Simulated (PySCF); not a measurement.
# Optical rotation: `[CH2]1[C@H](C)[Ge@@H]([Br])[GeH2]1`, C3H9BrGe2

Geometry:
```csv
atom,x (Å),y (Å),z (Å)
C1,-1.921,-0.275,0.403
C2,-0.425,-0.080,0.575
C3,0.429,-1.170,-0.083
Ge4,2.059,-0.177,-0.725
Ge5,0.384,1.575,-0.320
Br6,0.652,3.424,1.057
H7,-2.246,-1.209,0.863
H8,-2.467,0.545,0.870
H9,-2.186,-0.304,-0.654
H10,-0.196,-0.035,1.646
H11,-0.097,-1.581,-0.948
H12,0.636,-1.999,0.591
H13,3.241,-0.256,0.228
H14,2.633,-0.623,-2.066
H15,-0.501,2.174,-1.458
```

Computed, not measured: TDDFT PBE0/def2-SVPD circular dichroism and optical rotation, one conformer, gas phase in PySCF 2.14.0. Geometry: GFN2-xTB.

The calculation is non-relativistic, which matters for the atoms heavier than Zn.

Stereocentres: C2 S, Ge5 R.

(1) Give the optical rotatory dispersion at 633, 589.3, 546, 436, 405, 365, 355 nm.

(2) And for the mirror image at 589.3 nm?

(3) What is the molar rotation [Φ] = [α]·M/100 of the geometry above at 589.3 nm?

## Answers

(1) [α] in deg dm⁻¹ (g/mL)⁻¹:
```csv
λ (nm),origin-invariant length gauge,modified velocity gauge,length gauge (centre of mass),isotropic polarisability (au)
633,+78.7,+90.0,+79.0,130.1
589.3,+92.9,+106.3,+93.4,130.9
546,+111.5,+127.5,+112.0,131.9
436,+198.0,+225.9,+198.8,136.2
405,+243.1,+277.1,+244.0,138.3
365,+331.1,+377.1,+332.3,142.1
355,+361.4,+411.6,+362.7,143.3
```

(2) -92.9 deg dm⁻¹ (g/mL)⁻¹ (origin-invariant length gauge): the same size and the opposite sign.

(3) With M = 270.27 g/mol, +251.2 deg cm² dmol⁻¹ (origin-invariant length gauge).

The first excitation lies at 5.05 eV (246 nm) with R = +2.6 × 10⁻⁴⁰ esu² cm² (velocity form).
